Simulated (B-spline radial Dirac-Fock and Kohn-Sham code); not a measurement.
## Co²⁺: non-radiative channels of the L3 vacancy

System: Co²⁺, 1s2 2s2 2p6 3s2 3p6 3d7.

Method: independent-particle rates on relativistic LDA orbitals of the hole state (multipoles up to L = 3, Coulomb Auger matrix elements, transition energies from Dirac-Fock). Computed with a radial finite-basis atomic code. Kinetic energies are configuration averages from the vacuum level; the two-hole energies are estimated from single-hole states.

```
transition  kinetic energy (eV)  width (meV)  share (%)
   L3-M1M1                512.3         2.32        0.5
   L3-M1M2                557.6         1.59        0.3
   L3-M1M3                559.5         44.9        9.2
   L3-M2M3                599.4         69.0       14.2
   L3-M3M3                600.7          101       20.8
   L3-M1M4                621.8         2.26        0.5
   L3-M1M5                622.1         3.26        0.7
   L3-M2M5                663.7         20.2        4.2
   L3-M2M4                664.6         2.11        0.4
   L3-M3M4                665.4         49.2       10.1
   L3-M3M5                666.2         73.3       15.1
   L3-M4M4                729.0         3.31        0.7
   L3-M4M5                729.2         67.3       13.9
   L3-M5M5                729.5         45.5        9.4
```

The listed channels hold 100 % of the non-radiative rate. Summed by principal shells, of 0.486 eV in all: LMM 100.0 %.
